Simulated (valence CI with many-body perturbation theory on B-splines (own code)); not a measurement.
**Hyperfine factors and g values of Br30+**

Computed by configuration interaction combined with many-body perturbation theory (CI+MBPT): three valence electrons over a frozen Dirac-Fock core [He], a basis of 11 s, 11 p, 10 d, 8 f, 5 g, 2 h functions for each j, with the one-electron correlation potential Σ1 (screened to all orders), the two-electron term Σ2, the three-electron term Σ3, Breit, model QED; selected single and double excitations, second order for the rest, scaled by the run's own slope (own B-spline code, finite nucleus).

The last digits are not significant, and no measured levels were compared; by estimate large intervals hold to a few tenths of a per cent, small ones and those within an open d or f shell to about a per cent.

A/g_I is the dipole constant over the nuclear g factor μ/I (μ in nuclear magnetons, uniformly magnetised nucleus), B/Q the quadrupole constant per barn. Both hold the static response of the core; the bare values leave it out. Large factors of s and p1/2 electrons are usually good to 5 to 10 %; those of open d and f shells near neutrality can be off by tens of per cent, and small factors of p3/2, d and f electrons come from cancelling terms and can be off by a factor of two or in sign, in half-filled shells by more. B is blank for J = 1/2, where it vanishes, and for nearly pure S terms. Energies count from the lowest level.

Levels are named by their leading jj configuration (3d3/2^4 stands for four electrons in 3d with j = 3/2), which in mixed levels can hold well under half, so a name can repeat and another be missing. Letters in brackets count levels of one name in rising energy.

| Level | E (Ry) | g | A/g_I (MHz) | A/g_I bare | B/Q (MHz/b) | B/Q bare |
| --- | --- | --- | --- | --- | --- | --- |
| (2s^2 2p1/2) J=1/2 | 0.00 | 0.656 | 433000 | 428000 |  |  |
| (2s^2 2p3/2) J=3/2 | 3.97 | 1.327 | 77300 | 80400 | 143000 | 143000 |
| (2s 2p1/2^2) J=1/2 | 6.07 | 2.509 | 1040000 | 1030000 |  |  |
| (2s 2p1/2 2p3/2) J=3/2 [a] | 8.54 | 1.706 | 347000 | 346000 | 115000 | 115000 |
| (2s 2p1/2 2p3/2) J=5/2 | 9.75 | 1.483 | 381000 | 379000 | -32900 | -33000 |
| (2s 2p1/2 2p3/2) J=3/2 [b] | 12.21 | 0.885 | -21300 | -16300 | 149000 | 149000 |
| (2s 2p1/2 2p3/2) J=1/2 | 12.93 | 1.097 | -43700 | -40100 |  |  |
| (2s 2p3/2^2) J=5/2 | 14.03 | 1.302 | 354000 | 350000 | 176000 | 177000 |
| (2s 2p3/2^2) J=1/2 | 17.17 | 1.708 | 1250000 | 1230000 |  |  |
| (2s 2p3/2^2) J=3/2 | 17.28 | 1.254 | -142000 | -131000 | -92000 | -92300 |
| (2p1/2^2 2p3/2) J=3/2 | 19.47 | 1.591 | 42900 | 52700 | 84500 | 84800 |
| (2p1/2 2p3/2^2) J=3/2 | 22.49 | 1.266 | 20600 | 25500 | 71000 | 71200 |
| (2p1/2 2p3/2^2) J=5/2 | 23.34 | 1.192 | 143000 | 147000 | -901 | -904 |
| (2p1/2 2p3/2^2) J=1/2 | 25.12 | 0.656 | 434000 | 427000 |  |  |
| (2p3/2^3) J=3/2 | 28.07 | 1.257 | 76700 | 81100 | -154000 | -154000 |
| (2s^2 3s) J=1/2 | 144.89 | 1.998 | 393000 | 387000 |  |  |
| (2s^2 3p1/2) J=1/2 | 147.26 | 0.667 | 119000 | 117000 |  |  |
| (2s^2 3p3/2) J=3/2 | 148.37 | 1.337 | 57800 | 58100 | 42600 | 42700 |
| (2s 2p1/2 3s) J=1/2 [a] | 149.56 | 2.515 | 805000 | 791000 |  |  |
| (2s 2p1/2 3s) J=3/2 | 150.27 | 1.644 | 636000 | 626000 | -68900 | -69100 |
| (2s^2 3d3/2) J=3/2 | 150.48 | 0.798 | 19100 | 18900 | 8220 | 8350 |
| (2s^2 3d5/2) J=5/2 | 150.82 | 1.198 | 6950 | 6930 | 11100 | 11300 |
| (2s 2p1/2 3s) J=1/2 [b] | 151.06 | 0.739 | 518000 | 511000 |  |  |
| (2s 2p1/2 3p1/2) J=1/2 [a] | 151.61 | 0.216 | -93700 | -90500 |  |  |
| (2s 2p1/2 3p1/2) J=3/2 | 152.24 | 1.203 | 551000 | 542000 | -54600 | -54800 |
| (2s 2p1/2 3p3/2) J=3/2 [a] | 153.18 | 1.450 | 108000 | 108000 | 28300 | 28400 |
| (2s 2p1/2 3p1/2) J=1/2 [b] | 153.29 | 2.147 | 1210000 | 1190000 |  |  |
| (2s 2p3/2 3s) J=5/2 | 153.44 | 1.593 | 396000 | 392000 | 145000 | 145000 |
| (2s 2p1/2 3p3/2) J=1/2 | 153.68 | 1.144 | -480000 | -471000 |  |  |
| (2s 2p1/2 3p3/2) J=5/2 | 153.74 | 1.377 | 327000 | 323000 | -10700 | -10800 |
| (2s 2p1/2 3p3/2) J=3/2 [b] | 154.07 | 1.232 | 182000 | 180000 | 48600 | 48700 |
| (2s 2p3/2 3s) J=3/2 [a] | 154.34 | 1.377 | 425000 | 422000 | 112000 | 112000 |
| (2s 2p1/2 3d3/2) J=3/2 [a] | 154.63 | 0.508 | -128000 | -125000 | 17200 | 17300 |
| (2s 2p1/2 3d3/2) J=5/2 | 155.11 | 1.089 | 167000 | 164000 | -13400 | -13300 |
| (2s 2p1/2 3d5/2) J=5/2 [a] | 155.62 | 1.368 | 226000 | 222000 | -440 | -344 |
| (2s 2p1/2 3d3/2) J=3/2 [b] | 155.84 | 1.307 | 128000 | 126000 | 26000 | 26100 |
| (2s 2p1/2 3d5/2) J=7/2 | 155.88 | 1.271 | 231000 | 227000 | -46900 | -46900 |
| (2s 2p1/2 3d3/2) J=1/2 | 155.88 | 0.311 | -509000 | -501000 |  |  |
| (2s 2p3/2 3p1/2) J=3/2 [a] | 156.10 | 1.586 | 457000 | 452000 | 98000 | 98300 |
| (2s 2p3/2 3p1/2) J=5/2 | 156.30 | 1.393 | 344000 | 341000 | 108000 | 109000 |

Task: Take the isotope of mass number 79, with I = 3/2, μ = 2.1046 μN and Q = 0.3087 b. What is the hyperfine structure of (2s 2p1/2^2) J=1/2?

Result: From the table A = 1460000 MHz. Shifts from the centre of gravity in MHz: F = 1: -1820000, F = 2: 1100000.
